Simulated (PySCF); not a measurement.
Sn(H)2(Cl)(NH2) (ClH4NSn), SMILES [NH2][SnH2][Cl].

Geometry: B3LYP-D3(BJ)/def2-SVP. The def2 effective core potentials stand for the cores of Sn; spin–orbit coupling is left out. Other conformers were not sampled.

Calculation: PySCF with B3LYP-D3(BJ)/def2-SVP.

Frequencies are harmonic and unscaled.

Q: List the normal modes with their intensities. (The exact figures need the calculation; the answer reports its results.)

A: 
| mode | ν (cm⁻¹) | IR (km/mol) | Raman (Å⁴/amu) | depolarisation | moving atoms (share of kinetic energy) |
|---|---|---|---|---|---|
| 1 | 142 | 9.5 | 5.3 | 0.70 | N 47 %, Cl 23 %, H 15 %, Sn 14 % |
| 2 | 197 | 34.3 | 1.4 | 0.75 | H 94 % |
| 3 | 353 | 46.8 | 9.4 | 0.23 | Cl 77 %, Sn 23 % |
| 4 | 385 | 37.6 | 7.3 | 0.75 | H 91 % |
| 5 | 537 | 145.5 | 18.0 | 0.16 | N 59 %, H 38 % |
| 6 | 542 | 0.5 | 25.2 | 0.75 | H 98 % |
| 7 | 615 | 58.0 | 8.5 | 0.18 | H 68 %, N 22 %, Sn 10 % |
| 8 | 675 | 149.8 | 25.5 | 0.67 | H 94 % |
| 9 | 679 | 82.8 | 17.3 | 0.74 | H 86 %, N 13 % |
| 10 | 861 | 27.8 | 2.6 | 0.75 | H 89 %, N 10 % |
| 11 | 1541 | 10.3 | 4.7 | 0.75 | H 92 %, N 8 % |
| 12 | 1929 | 80.7 | 287.6 | 0.09 | H 100 % |
| 13 | 1945 | 161.2 | 104.5 | 0.75 | H 99 % |
| 14 | 3505 | 13.5 | 146.7 | 0.11 | H 96 % |
| 15 | 3598 | 15.3 | 83.9 | 0.75 | H 92 %, N 8 % |
